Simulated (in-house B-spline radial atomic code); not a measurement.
## Binding energies in Cr+

NIST's tabulated ground configuration is [Ar] 3d5; each binding energy is the energy of the ion with one electron taken from that subshell, relaxed, less that of the parent. Computed with a radial B-spline atomic code at the basis-set limit: Dirac-Hartree-Fock, average of configuration, Fermi nucleus of rms radius 3.6452 fm. Energies include first-order Breit, QED and recoil terms.

| subshell | X-ray name | binding energy (eV) | -ε (eV) | relaxation (eV) |
| --- | --- | --- | --- | --- |
| 1s | K | 6003.7 | 6053.1 | 40.6 |
| 2s | L1 | 712.5 | 731.6 | 18.5 |
| 2p1/2 | L2 | 598.2 | 618.7 | 19.9 |
| 2p3/2 | L3 | 589.8 | 609.9 | 19.7 |
| 3s | M1 | 94.37 | 99.40 | 4.95 |
| 3p1/2 | M2 | 60.87 | 65.37 | 4.44 |
| 3p3/2 | M3 | 59.9 | 64.28 | 4.35 |
| 3d | M4,5 | 13.47 | 16.02 | 2.55 |

Relaxation = -ε minus the binding energy without Breit, QED and recoil terms.

Emission lines follow as differences of binding energies, with λ = 12398.42 eV·Å / E:

```tsv
line	holes	energy (eV)	wavelength (Å)
K-L3	1s → 2p3/2	5413.9	2.2901
K-L2	1s → 2p1/2	5405.5	2.2937
K-M3	1s → 3p3/2	5943.8	2.0859
L1-M3	2s → 3p3/2	652.6	18.998
L3-M1	2p3/2 → 3s	495.4	25.026
```

Q: What screening constant σ does Moseley's law, E = (3/4)·13.6057 eV·(Z - σ)², need for K-L3?

A: σ = 0.97.

Q: What does it cost to remove both a 3p1/2 and a 3d electron?

A: 90.005 eV, which is 15.66 eV more than the two single binding energies together.

Q: What does it cost to remove both a 3p3/2 and a 3d electron?

A: 88.993 eV, which is 15.62 eV more than the two single binding energies together.

Q: What does it cost to remove both a 2p3/2 and a 2p1/2 electron?

A: 1243.5 eV, which is 55.47 eV more than the two single binding energies together.
